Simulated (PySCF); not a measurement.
A geometry optimisation, step by step.

Compound: C₄H₃F₃.
Atom-mapped SMILES: `[CH2:1]=[C:2]=[CH:3][C:4]([F:5])([F:6])[F:7]` (hydrogens: H8, H9 on C1; H10 on C3)

Method: PBE0-D3(BJ)/def2-SVP geometry optimisation, gas phase in PySCF; density fitting, grid level 2; the optimiser is geomeTRIC in internal coordinates, started from a GFN2-xTB structure. 7 of its 10 geometries are shown. The frame can shift and turn from step to step; on so coarse a grid that alone can change the energy by a few meV, and forces under 0.02 eV/Å are noise.

Step 0: E = -12324.0681 eV, largest atomic force 1.005 eV/Å
```
atom  x, y, z in Å  |  force x, y, z in eV/Å
C1      2.078   -0.234   -0.231    0.480  -0.136  -0.046
C2      0.886    0.244   -0.133   -0.384   0.167   0.028
C3     -0.324    0.709   -0.031   -0.725  -0.433   0.122
C4     -1.507   -0.179    0.196   -0.757  -0.639   0.170
F5     -2.431   -0.044   -0.774    0.384   0.175   0.137
F6     -2.140    0.112    1.349    0.314   0.143  -0.255
F7     -1.194   -1.480    0.251    0.184   0.370  -0.063
H8      2.710   -0.355    0.633    0.335  -0.061   0.567
H9      2.492   -0.528   -1.182    0.196  -0.170  -0.611
H10    -0.562    1.759   -0.101   -0.026   0.584  -0.050
```

Step 2: E = -12324.1061 eV, largest atomic force 0.134 eV/Å
```
atom  x, y, z in Å  |  force x, y, z in eV/Å
C1      2.076   -0.287   -0.319   -0.011  -0.004  -0.036
C2      0.874    0.202   -0.189    0.081   0.035   0.028
C3     -0.327    0.701   -0.041   -0.085  -0.087   0.038
C4     -1.522   -0.149    0.268   -0.070   0.032   0.071
F5     -2.538    0.140   -0.549   -0.043   0.079  -0.090
F6     -1.960    0.070    1.515    0.038   0.043  -0.010
F7     -1.272   -1.449    0.156    0.102  -0.086  -0.001
H8      2.734   -0.407    0.548   -0.014   0.010   0.003
H9      2.458   -0.596   -1.297   -0.008  -0.006  -0.010
H10    -0.517    1.778   -0.111    0.010  -0.014   0.006
```

Step 3: E = -12324.1079 eV, largest atomic force 0.059 eV/Å
```
atom  x, y, z in Å  |  force x, y, z in eV/Å
C1      2.081   -0.285   -0.326   -0.016   0.003  -0.014
C2      0.878    0.198   -0.182   -0.011  -0.018   0.013
C3     -0.325    0.690   -0.031   -0.023   0.004   0.014
C4     -1.528   -0.148    0.272   -0.017  -0.043   0.031
F5     -2.532    0.143   -0.562    0.011   0.022  -0.013
F6     -1.978    0.081    1.513    0.025   0.025  -0.047
F7     -1.279   -1.451    0.171    0.029  -0.022   0.007
H8      2.745   -0.403    0.536    0.005   0.003   0.005
H9      2.456   -0.590   -1.308   -0.006   0.000  -0.006
H10    -0.514    1.766   -0.103    0.005   0.026   0.011
```

Step 4: E = -12324.1087 eV, largest atomic force 0.094 eV/Å
```
atom  x, y, z in Å  |  force x, y, z in eV/Å
C1      2.074   -0.287   -0.331   -0.001   0.004   0.006
C2      0.876    0.202   -0.172   -0.001   0.022  -0.026
C3     -0.326    0.697   -0.018    0.066  -0.008  -0.013
C4     -1.523   -0.150    0.274    0.002   0.002  -0.015
F5     -2.514    0.130   -0.581    0.018  -0.068   0.037
F6     -1.992    0.089    1.505   -0.023  -0.025  -0.026
F7     -1.255   -1.451    0.187   -0.066   0.066   0.014
H8      2.747   -0.412    0.524    0.009  -0.005   0.002
H9      2.435   -0.590   -1.319   -0.002   0.003   0.000
H10    -0.515    1.774   -0.090   -0.001   0.010   0.021
```

Step 6: E = -12324.1108 eV, largest atomic force 0.098 eV/Å
```
atom  x, y, z in Å  |  force x, y, z in eV/Å
C1      2.076   -0.276   -0.349    0.014   0.001   0.023
C2      0.881    0.209   -0.156   -0.045  -0.026  -0.051
C3     -0.322    0.695    0.015   -0.003   0.045   0.007
C4     -1.524   -0.156    0.281    0.005  -0.065  -0.073
F5     -2.474    0.069   -0.635    0.014   0.013   0.011
F6     -2.060    0.122    1.472   -0.014   0.042   0.047
F7     -1.242   -1.457    0.258    0.029  -0.004   0.009
H8      2.768   -0.428    0.485   -0.001   0.004  -0.006
H9      2.413   -0.549   -1.355    0.007   0.002   0.008
H10    -0.511    1.773   -0.036   -0.005  -0.010   0.025
```

Step 8: E = -12324.1120 eV, largest atomic force 0.038 eV/Å
```
atom  x, y, z in Å  |  force x, y, z in eV/Å
C1      2.074   -0.261   -0.365   -0.008   0.007   0.010
C2      0.877    0.216   -0.167    0.003  -0.009  -0.026
C3     -0.325    0.696    0.024   -0.029  -0.009   0.022
C4     -1.520   -0.170    0.282    0.009   0.024   0.002
F5     -2.456    0.018   -0.655   -0.010   0.013  -0.023
F6     -2.084    0.134    1.457    0.004   0.006   0.015
F7     -1.218   -1.464    0.298    0.023  -0.029   0.002
H8      2.761   -0.427    0.471    0.003   0.002  -0.003
H9      2.419   -0.512   -1.373    0.003  -0.001   0.003
H10    -0.522    1.773    0.007    0.003  -0.004  -0.002
```

Step 9: E = -12324.1121 eV, largest atomic force under 0.02 eV/Å
```
atom  x, y, z in Å  |  force x, y, z in eV/Å
C1      2.073   -0.257   -0.367   -0.004   0.004  -0.003
C2      0.875    0.217   -0.171    0.007  -0.001  -0.003
C3     -0.327    0.695    0.025   -0.005  -0.005   0.011
C4     -1.520   -0.172    0.283    0.004   0.014   0.012
F5     -2.456    0.014   -0.653   -0.004  -0.002   0.000
F6     -2.083    0.131    1.459    0.002  -0.006  -0.009
F7     -1.213   -1.466    0.300   -0.001  -0.008  -0.001
H8      2.760   -0.423    0.469   -0.003   0.003   0.002
H9      2.421   -0.508   -1.375    0.002   0.000  -0.003
H10    -0.525    1.772    0.011    0.001   0.002  -0.005
```

**Question.** Summarise the path.

**Answer.** The energy falls by 1.01 kcal/mol from step 0 to step 9; nine tenths of that is first reached at step 3. It falls at every step. The largest force goes from 1.005 to under 0.02 eV/Å. Among the bonds C1–H9 changes most (a near tie, within 0.001 Å, with another), from 1.077 to 1.095 Å; the atoms move by 0.029 Å rms after alignment.

**Question.** Follow the three bonds and two angles with the largest change from start to end.

**Answer.** 
```csv
step,E above end (kcal/mol),largest force (eV/Å),C1–H9 (Å),C1–H8 (Å),C3–H10 (Å),C2–C3–H10 (°),F6–C4–F7 (°)
0,1.01,1.005,1.077,1.077,1.079,123.2,106.5
1,0.23,0.472,1.095,1.096,1.098,121.4,108.2
2,0.14,0.134,1.095,1.095,1.096,121.8,107.5
3,0.10,0.059,1.095,1.095,1.095,121.3,107.5
4,0.08,0.094,1.095,1.095,1.095,121.5,107.8
5,0.06,0.064,1.095,1.095,1.095,121.3,107.7
6,0.03,0.098,1.095,1.095,1.096,121.2,107.7
7,0.02,0.064,1.095,1.095,1.096,121.3,107.7
8,0.00,0.038,1.095,1.095,1.096,121.5,107.8
9,0.00,under 0.02,1.095,1.095,1.095,121.5,107.8
```

The cost below is that of the whole optimisation. Time: 45 s; peak memory 0.58 GiB. Hardware: one thread, Arm Neoverse V2 (aarch64), no GPU, shared host with 32 logical CPUs at a one-minute load of 24.
